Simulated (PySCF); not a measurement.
Partial charges of `C=C[C@@H]1OC=C[Si@H]1C`

Compound: C₆H₁₀OSi.
Structure used (GFN2-xTB), in Å, numbered top down from 1:
```xyz
18
C6H10OSi angstrom
C      2.716   -0.943   -0.372
C      1.942    0.104   -0.144
C      0.633    0.349   -0.800
O      0.446    1.757   -1.009
C     -0.646    2.258   -0.424
C     -1.488    1.497    0.286
Si    -0.850   -0.256    0.307
C     -1.892   -1.588   -0.554
H      2.452   -1.691   -1.102
H      3.635   -1.100    0.165
H      2.219    0.847    0.591
H      0.617   -0.119   -1.789
H     -0.748    3.320   -0.604
H     -2.361    1.917    0.747
H     -0.353   -0.749    1.600
H     -2.744   -1.855    0.063
H     -2.272   -1.250   -1.514
H     -1.314   -2.492   -0.723
```

Density: PBE0/pcSseg-1 (PySCF); schemes: Mulliken, IAO, Hirshfeld and ESP-fitted. One conformer (not necessarily the lowest) at the GFN2-xTB geometry, without solvent, vibrations or thermal averaging.

Task: Which atoms carry the highest charge in the Mulliken, IAO, Hirshfeld and ESP-fitted schemes?

Result: All schemes agree: Mulliken Si7 (+0.882); IAO Si7 (+0.895); Hirshfeld Si7 (+0.360); ESP-fitted Si7 (+0.844).

Task: At which atom do the 4 schemes differ most?

Result: At Si7: from +0.360 (Hirshfeld) to +0.895 e (IAO), 0.535 e apart.

Task: Tabulate the Mulliken, IAO, Hirshfeld and ESP-fitted charges.

Result: In e:

| atom | environment | Mulliken | IAO | Hirshfeld | ESP-fitted |
| --- | --- | --- | --- | --- | --- |
| C1 | terminal =CH2 carbon | -0.149 | -0.342 | -0.113 | -0.492 |
| C2 | alkene CH carbon | -0.184 | -0.128 | -0.047 | -0.142 |
| C3 | sp3 carbon bound to oxygen | -0.194 | -0.190 | -0.038 | +0.064 |
| O4 | cyclic ether oxygen | -0.435 | -0.323 | -0.108 | -0.328 |
| C5 | vinylic carbon bearing oxygen | +0.193 | +0.093 | +0.039 | +0.148 |
| C6 | alkene CH carbon | -0.529 | -0.561 | -0.210 | -0.735 |
| Si7 | SiH silicon | +0.882 | +0.895 | +0.360 | +0.844 |
| C8 | Si-methyl carbon | -0.628 | -0.723 | -0.212 | -0.724 |
| H9 | vinylic hydrogen | +0.102 | +0.140 | +0.042 | +0.184 |
| H10 | vinylic hydrogen | +0.118 | +0.155 | +0.046 | +0.194 |
| H11 | vinylic hydrogen | +0.110 | +0.154 | +0.047 | +0.163 |
| H12 | methine hydrogen | +0.141 | +0.154 | +0.044 | +0.110 |
| H13 | vinylic hydrogen | +0.109 | +0.164 | +0.061 | +0.152 |
| H14 | vinylic hydrogen | +0.112 | +0.164 | +0.039 | +0.238 |
| H15 | Si–H hydrogen | -0.071 | -0.130 | -0.082 | -0.188 |
| H16 | methyl hydrogen | +0.141 | +0.160 | +0.044 | +0.187 |
| H17 | methyl hydrogen | +0.143 | +0.160 | +0.044 | +0.172 |
| H18 | methyl hydrogen | +0.140 | +0.158 | +0.044 | +0.151 |

Mean size of the charges over all atoms: ESP-fitted 0.290 e, IAO 0.266 e, Mulliken 0.243 e, Hirshfeld 0.090 e. Each set sums to the total charge, 0, to within 0.001 e. The ESP scheme is a least-squares fit of atom-centred charges to the potential on four shells outside the van der Waals surface, with the total charge fixed.

Task: How many electrons does the Hirshfeld scheme count on C5?

Result: Z − q = 6 − (+0.039) = 5.961.

Task: How closely do the schemes follow one another over all atoms?

Result: Correlation coefficient and root-mean-square difference: IAO with Hirshfeld 0.99, 0.225 e; Mulliken with IAO 0.98, 0.070 e; Mulliken with Hirshfeld 0.97, 0.208 e; IAO with ESP-fitted 0.97, 0.088 e; Hirshfeld with ESP-fitted 0.97, 0.254 e; Mulliken with ESP-fitted 0.94, 0.130 e.
